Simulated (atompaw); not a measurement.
What the settings do to the PAW (atompaw) potential of oxygen

Base potential:

| Item | Value |
| --- | --- |
| Element | O |
| Generator | atompaw 4.2.0.5 |
| Type | PAW |
| Functional | PBE |
| Relativity | non-relativistic |
| Frozen core | [He] |
| Valence charge | 6 |
| Reference configuration | 2s1 2p5 |
| Partial waves | 2s (bound): rc 0.80 bohr; 2s channel at 1.6 Ry: rc 0.80 bohr; 2p (bound): rc 1.80 bohr; 2p channel at 1.35 Ry: rc 1.80 bohr; 3d channel at 0.05 Ry: rc 1.80 bohr |
| Local potential | troulliermartins scheme with l = 3 at 0.5 Ry, radius 1.80 bohr |
| Core correction | smooth core density matched at 1.40 bohr |
| Augmentation charge | sinc compensation charge, radius 1.45 bohr; PAW radius 1.80 bohr; waves and projectors: custom polynom vanderbiltortho |

Cutoffs, loose and tight: the cutoffs (Ry, on a coarse ladder) from which the occupation-weighted sum of valence levels, in a spherical-Bessel basis at the reference potential, stays within 10 and 1 mRy of its value at 400 Ry. They see the waves, projectors and local potential, not the compensation charge or the core. A dash means not determined.

A true bound ghost makes a file unfit for plane-wave use even where its test errors are small: the radial tests pick states by their node count and pass the ghost by.

```csv
change,outcome,"cutoff, loose","cutoff, tight",bound ghosts
base,generated,60 Ry,90 Ry,none
"all radii scaled by about 0.75 (s 0.60, p 1.34, d 1.34 bohr); local potential troulliermartins scheme with l = 3 at 0.5 Ry, radius 1.34 bohr; augmentation sinc compensation charge, radius 1.08 bohr; PAW radius 1.34 bohr; waves and projectors: custom polynom vanderbiltortho; core correction smooth core density matched at 1.04 bohr",generated,120 Ry,160 Ry,none
"all radii scaled by about 0.82 (s 0.66, p 1.48, d 1.48 bohr); local potential troulliermartins scheme with l = 3 at 0.5 Ry, radius 1.48 bohr; augmentation sinc compensation charge, radius 1.20 bohr; PAW radius 1.48 bohr; waves and projectors: custom polynom vanderbiltortho; core correction smooth core density matched at 1.16 bohr",generated,90 Ry,140 Ry,s
"all radii scaled by about 0.87 (s 0.70, p 1.56, d 1.56 bohr); local potential troulliermartins scheme with l = 3 at 0.5 Ry, radius 1.56 bohr; augmentation sinc compensation charge, radius 1.26 bohr; PAW radius 1.56 bohr; waves and projectors: custom polynom vanderbiltortho; core correction smooth core density matched at 1.22 bohr",generated,90 Ry,110 Ry,s
"all radii scaled by about 0.95 (s 0.76, p 1.70, d 1.70 bohr); local potential troulliermartins scheme with l = 3 at 0.5 Ry, radius 1.70 bohr; augmentation sinc compensation charge, radius 1.36 bohr; PAW radius 1.70 bohr; waves and projectors: custom polynom vanderbiltortho; core correction smooth core density matched at 1.32 bohr",generated,55 Ry,90 Ry,none
"all radii scaled by about 1.12 (s 0.90, p 2.02, d 2.02 bohr); local potential troulliermartins scheme with l = 3 at 0.5 Ry, radius 2.02 bohr; augmentation sinc compensation charge, radius 1.62 bohr; PAW radius 2.02 bohr; waves and projectors: custom polynom vanderbiltortho; core correction smooth core density matched at 1.56 bohr",generated,40 Ry,60 Ry,none
"all radii scaled by about 1.18 (s 0.94, p 2.12, d 2.12 bohr); local potential troulliermartins scheme with l = 3 at 0.5 Ry, radius 2.12 bohr; augmentation sinc compensation charge, radius 1.72 bohr; PAW radius 2.12 bohr; waves and projectors: custom polynom vanderbiltortho; core correction smooth core density matched at 1.66 bohr",generated,40 Ry,55 Ry,none
"all radii scaled by about 1.29 (s 1.04, p 2.32, d 2.32 bohr); local potential troulliermartins scheme with l = 3 at 0.5 Ry, radius 2.32 bohr; augmentation sinc compensation charge, radius 1.88 bohr; PAW radius 2.32 bohr; waves and projectors: custom polynom vanderbiltortho; core correction smooth core density matched at 1.80 bohr",generated,15 Ry,40 Ry,none
```

Problem. What comes out with this change to the base: all radii scaled by about 1.05 (s 0.84, p 1.90, d 1.90 bohr); local potential troulliermartins scheme with l = 3 at 0.5 Ry, radius 1.90 bohr; augmentation sinc compensation charge, radius 1.54 bohr; PAW radius 1.90 bohr; waves and projectors: custom polynom vanderbiltortho; core correction smooth core density matched at 1.48 bohr?

Solution. outcome: generated; cutoff, loose: 50 Ry; cutoff, tight: 80 Ry; bound ghosts: none.

Problem. What comes out with this change to the base: all radii scaled by about 1.25 (s 1.00, p 2.24, d 2.24 bohr); local potential troulliermartins scheme with l = 3 at 0.5 Ry, radius 2.24 bohr; augmentation sinc compensation charge, radius 1.80 bohr; PAW radius 2.24 bohr; waves and projectors: custom polynom vanderbiltortho; core correction smooth core density matched at 1.74 bohr?

Solution. outcome: generated; cutoff, loose: 21 Ry; cutoff, tight: 50 Ry; bound ghosts: none.

Reading the sweep of the scale of all radii (base = 1) (base included, trends over the rows without a ghost): The loose cutoff falls from 120 Ry at 0.75 to 15 Ry at 1.29, with one reversal. A larger radius leaves more room for a smooth pseudo-wave, so fewer plane waves are needed; a smaller one forces it to follow the all-electron wave where it bends sharply. Bound ghosts are found at 0.82, 0.87.
